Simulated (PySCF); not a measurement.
Correlation energy of Ru⁺ (ruthenium, charge +1)

[Kr] 4d6 5p1, one real determinant (an excited configuration). All numbers are calculated (PySCF 2.14, the spin-free X2C one-electron Hamiltonian (Gaussian nucleus), in x2c-TZVPPall with one added diffuse shell each of s, p, d, f type (9s7p7d3f1g, 95 functions)). Frozen: [Ar] 3d10; 15 electrons correlated.

MP2 pair energies summed by pair of shells (mhartree):

| pair | energy | share (%) |
| --- | --- | --- |
| 4p-4d | -161.58 | 39.0 |
| 4d-4d | -104.77 | 25.3 |
| 4p-4p | -66.15 | 16.0 |
| 4s-4p | -28.81 | 7.0 |
| 4s-4d | -23.68 | 5.7 |
| 4d-5p | -16.74 | 4.0 |
| 4p-5p | -7.07 | 1.7 |
| 4s-4s | -4.63 | 1.1 |
| 4s-5p | -0.51 | 0.1 |

Total MP2 correlation energy: -413.93 mhartree.

Same-spin part -145.30 and opposite-spin part -268.63 mhartree; SCS-MP2 scales them by 1/3 and 6/5 to -370.79 mhartree.

The reference is one real determinant that mixes LS terms of this configuration.

This basis was not built for core-valence correlation, so the inner-shell part is incomplete.
